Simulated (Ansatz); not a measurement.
Ansatz (a first-principles code) input (CCSD(T)/6-31G):

Ansatz 0.2 input:
```yaml
crystal:
  periodic: [false, false, false]
  atoms:
    - {symbol: C, position_ang: [-2.38256365, -0.00941317, 0.17512316]}
    - {symbol: C, position_ang: [-1.07179191, 0.39012302, 0.08427846]}
    - {symbol: C, position_ang: [-0.00505865, -0.48402376, -0.00637799]}
    - {symbol: Cl, position_ang: [1.62069297, 0.06296259, -0.11833539]}
    - {symbol: H, position_ang: [-3.18143663, 0.71408958, 0.24397574]}
    - {symbol: H, position_ang: [-2.65390982, -1.05719620, 0.18047044]}
    - {symbol: H, position_ang: [-0.84544331, 1.45115902, 0.08242589]}
    - {symbol: H, position_ang: [-0.11450544, -1.55853309, -0.01331228]}
basis:
  gaussian:
    orbitals: 6-31G
magnetization: {spin_polarized: true, initial_magnetization: 1}
correlation: {method: ccsd_t, electrons: outside_noble_gas}
```

End of the output:

```
cycle   1  -8.00877467 eV  change   -6.8e-1 eV  update   9.2e-2
cycle   2  -8.44134682 eV  change   -4.3e-1 eV  update   4.6e-2
cycle   3  -8.60544790 eV  change   -1.6e-1 eV  update   2.7e-2
cycle   4  -8.63368368 eV  change   -2.8e-2 eV  update   1.3e-2
cycle   5  -8.63505055 eV  change   -1.4e-3 eV  update   4.0e-3
cycle   6  -8.63658351 eV  change   -1.5e-3 eV  update   1.5e-3
cycle   7  -8.63742437 eV  change   -8.4e-4 eV  update   5.8e-4
cycle   8  -8.63739273 eV  change    3.2e-5 eV  update   2.2e-4
cycle   9  -8.63744490 eV  change   -5.2e-5 eV  update   1.2e-4
cycle  10  -8.63746733 eV  change   -2.2e-5 eV  update   6.7e-5
cycle  11  -8.63747017 eV  change   -2.8e-6 eV  update   4.0e-5
cycle  12  -8.63745849 eV  change    1.2e-5 eV  update   1.9e-5
coupled cluster: 0.14 GiB planned
perturbative correction -0.23720523 eV, -0.0087171314 hartree
Total energy: -15663.67431017 eV, -575.6294136788 hartree
```

It need not be the lowest isomer of its formula.

The determinant is spin-contaminated: <S^2> is 0.98 against 0.75 for a pure state.
